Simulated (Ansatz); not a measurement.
Geometry optimisation, RKS PBE-D4/def2-SVP in Ansatz 0.2.0.

The input (input.yaml):

```yaml
crystal:
  periodic: [false, false, false]
  atoms:
    - { symbol: W, position_ang: [0.179617, 0.186597, -0.526777] }
    - { symbol: Cl, position_ang: [0.294405, 0.311358, 3.052069] }
    - { symbol: H, position_ang: [1.522465, -0.546652, 0.19229] }
    - { symbol: H, position_ang: [-0.569273, 1.524496, 0.185663] }
    - { symbol: H, position_ang: [-1.337795, -0.061173, 0.150148] }
    - { symbol: H, position_ang: [-0.057872, -1.331902, 0.151714] }
    - { symbol: H, position_ang: [0.219413, 0.223931, -2.254571] }
    - { symbol: H, position_ang: [1.245985, 1.26395, 0.269391] }
    - { symbol: H, position_ang: [0.944554, 0.972794, 2.079275] }
basis:
  gaussian: { orbitals: def2-SVP }
hamiltonian:
  xc: pbe
  dispersion: d4
relax:
  f_tol: 0.03
  max_steps: 50
output:
  orbitals: {}
```

Launched with:

```bash
$ ansatz run input.yaml --threads 1 --pin off --max-ram 2048MiB --backend cpu --events-out ev --progress --plain --runs-dir out
```

Problem. Where does it end, and by what steps?

Solution. The forces met the threshold. After 5 steps the energy has fallen by 0.067 eV; Cl2 moved furthest, 0.33 Å.

| step | energy less start (eV) | largest force component (eV/Å) | accepted |
| --- | --- | --- | --- |
| 0 | 0.0000 | 0.801 | yes |
| 1 | -0.0500 | 0.368 | yes |
| 2 | -0.0560 | 0.266 | yes |
| 3 | -0.0636 | 0.191 | yes |
| 4 | -0.0648 | 0.150 | yes |
| 5 | -0.0667 | 0.025 | yes |

```xyz
9
Properties=species:S:1:pos:R:3
W 0.192 0.200 -0.447
Cl 0.225 0.243 2.740
H 1.527 -0.538 0.266
H -0.561 1.530 0.260
H -1.333 -0.067 0.207
H -0.063 -1.325 0.211
H 0.223 0.226 -2.187
H 1.266 1.287 0.305
H 0.966 0.988 1.944
```

Whether the end is a true minimum wasn't checked by a vibrational analysis.

Run time: 14 s on 1 thread of Intel(R) Xeon(R) Platinum 8488C (Sapphire Rapids), on a shared host, peak memory 0.14 GiB.
